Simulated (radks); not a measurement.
Results of a calculation; reference values are marked as such.
Task: The mean radii <r> (bohr) of the occupied orbitals of an atom or ion are listed with their occupations. Level of theory: non-relativistic Kohn-Sham, exchange-only B88, spin-polarised, spherical densities, point nucleus (a radial shooting solver on a logarithmic mesh with Libxc functionals).

| orbital | occ. | <r> |
|---|---|---|
| 1s | 2 | 0.02713 |
| 2s | 2 | 0.1164 |
| 2p | 6 | 0.09899 |
| 3s | 2 | 0.3064 |
| 3p | 6 | 0.2964 |
| 3d | 10 | 0.2671 |
| 4s | 2 | 0.7038 |
| 4p | 6 | 0.7283 |
| 4d | 10 | 0.7960 |
| 5s | 2 | 1.703 |
| 5p | 6 | 1.922 |

Name the element and its charge. Open shells, if any, are filled with parallel spins first.

Result: Z = 56, barium, charge +2: Ba2+ in [Xe]. The 1s radius gives Z: for a bare nucleus <r> = 1.5/Z, 0.02679 bohr for Z = 56, and screening makes it slightly larger (0.02713 here). The occupations add up to 54, and the charge is Z minus that.
